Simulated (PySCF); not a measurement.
An equivalent PySCF input for Mg⁺ (magnesium, charge +1), [Ne] 3s1, 2S determinant, with no relativity, point nucleus:

```python
from pyscf import gto, scf, dft, mp, cc
import basis_set_exchange as bse
mol = gto.M(atom="Mg 0 0 0", charge=1, spin=1, symmetry="D2h",
            basis=gto.basis.parse(bse.get_basis("def2-TZVP", elements=["Mg"], fmt="nwchem", header=False)))
mf = dft.UKS(mol, xc="M06L")
mf.irrep_nelec = {'Ag': (3, 2), 'B1u': (1, 1), 'B2u': (1, 1), 'B3u': (1, 1)}
mf.kernel()
```

It reaches the same state as the run whose output follows, with an energy that differs only through the grid. The run itself started from symmetry-adapted Hartree-Fock orbitals and held the occupation by maximum overlap, on a logarithmic radial grid, so the iterations belong to that start.

```
SCF conv_tol = 1e-09
number electrons alpha = 6  beta = 5
XC functionals = M06L
    Y. Zhao and D. G. Truhlar.,  J. Chem. Phys. 125, 194101 (2006)
    Y. Zhao and D. G. Truhlar.,  J. Chem. Phys. 125, 194101 (2006)
    Y. Zhao and D. G. Truhlar.,  Theor. Chem. Acc. 120, 215 (2008)
cycle= 1 E= -199.777075475679  delta_E= -0.00181  |g|= 0.0127  |ddm|= 0.15
cycle= 2 E= -199.777085475377  delta_E= -1e-05  |g|= 0.00726  |ddm|= 0.0102
cycle= 3 E= -199.777098775008  delta_E= -1.33e-05  |g|= 0.00273  |ddm|= 0.00386
cycle= 4 E= -199.777098698676  delta_E= 7.63e-08  |g|= 0.00274  |ddm|= 4.36e-05
cycle= 5 E= -199.777100905348  delta_E= -2.21e-06  |g|= 0.00517  |ddm|= 0.000589
cycle= 6 E= -199.777100607797  delta_E= 2.98e-07  |g|= 0.00399  |ddm|= 0.000934
cycle= 7 E= -199.777100631117  delta_E= -2.33e-08  |g|= 0.00404  |ddm|= 4.51e-06
cycle= 8 E= -199.777100044721  delta_E= 5.86e-07  |g|= 0.00296  |ddm|= 0.000214
cycle= 9 E= -199.7771001516  delta_E= -1.07e-07  |g|= 0.00312  |ddm|= 5.52e-05
cycle= 10 E= -199.777100178048  delta_E= -2.64e-08  |g|= 0.00317  |ddm|= 7.24e-06
cycle= 11 E= -199.777100148301  delta_E= 2.97e-08  |g|= 0.00311  |ddm|= 1.3e-05
cycle= 12 E= -199.777100098562  delta_E= 4.97e-08  |g|= 0.00301  |ddm|= 1.58e-05
cycle= 13 E= -199.777099580518  delta_E= 5.18e-07  |g|= 0.00228  |ddm|= 0.000177
cycle= 14 E= -199.77710222435  delta_E= -2.64e-06  |g|= 0.00138  |ddm|= 0.000676
cycle= 15 E= -199.777101537658  delta_E= 6.87e-07  |g|= 0.00391  |ddm|= 0.000361
cycle= 16 E= -199.777099508038  delta_E= 2.03e-06  |g|= 0.00217  |ddm|= 0.00101
cycle= 17 E= -199.777100528615  delta_E= -1.02e-06  |g|= 0.00383  |ddm|= 0.000315
cycle= 18 E= -199.777097591221  delta_E= 2.94e-06  |g|= 0.00344  |ddm|= 0.00175
cycle= 19 E= -199.777102126477  delta_E= -4.54e-06  |g|= 0.00255  |ddm|= 0.00133
cycle= 20 E= -199.777101812022  delta_E= 3.14e-07  |g|= 0.00369  |ddm|= 0.000116
cycle= 21 E= -199.777101774626  delta_E= 3.74e-08  |g|= 0.00375  |ddm|= 9.21e-06
cycle= 22 E= -199.777097100423  delta_E= 4.67e-06  |g|= 0.00338  |ddm|= 0.00119
cycle= 23 E= -199.777095025882  delta_E= 2.07e-06  |g|= 0.00394  |ddm|= 0.000396
cycle= 24 E= -199.777095199449  delta_E= -1.74e-07  |g|= 0.00391  |ddm|= 5.62e-05
cycle= 25 E= -199.777029418577  delta_E= 6.58e-05  |g|= 0.013  |ddm|= 0.00563
cycle= 26 E= -199.777044216952  delta_E= -1.48e-05  |g|= 0.0116  |ddm|= 0.000862
cycle= 27 E= -199.777101615968  delta_E= -5.74e-05  |g|= 0.0048  |ddm|= 0.0062
cycle= 28 E= -199.777102095849  delta_E= -4.8e-07  |g|= 0.00278  |ddm|= 0.000164
cycle= 29 E= -199.777101986246  delta_E= 1.1e-07  |g|= 0.00328  |ddm|= 0.000678
cycle= 30 E= -199.77710185441  delta_E= 1.32e-07  |g|= 0.00408  |ddm|= 0.000804
cycle= 31 E= -199.777101536684  delta_E= 3.18e-07  |g|= 0.00486  |ddm|= 0.000177
cycle= 32 E= -199.777102175001  delta_E= -6.38e-07  |g|= 0.00206  |ddm|= 0.000359
cycle= 33 E= -199.777102189563  delta_E= -1.46e-08  |g|= 0.00198  |ddm|= 0.000365
cycle= 34 E= -199.777102035594  delta_E= 1.54e-07  |g|= 0.00309  |ddm|= 0.000143
cycle= 35 E= -199.777102193305  delta_E= -1.58e-07  |g|= 0.00193  |ddm|= 0.000156
cycle= 36 E= -199.777102261978  delta_E= -6.87e-08  |g|= 0.000698  |ddm|= 5.46e-05
cycle= 37 E= -199.777102263745  delta_E= -1.77e-09  |g|= 0.000632  |ddm|= 1.89e-05
cycle= 38 E= -199.777102269463  delta_E= -5.72e-09  |g|= 0.000349  |ddm|= 9.74e-06
cycle= 39 E= -199.777102271531  delta_E= -2.07e-09  |g|= 5.3e-05  |ddm|= 8.71e-06
cycle= 40 E= -199.777102271565  delta_E= -3.49e-11  |g|= 2.92e-05  |ddm|= 5.64e-06
converged SCF energy = -199.777102271565  <S^2> = 0.7506311  2S+1 = 2.000631
```
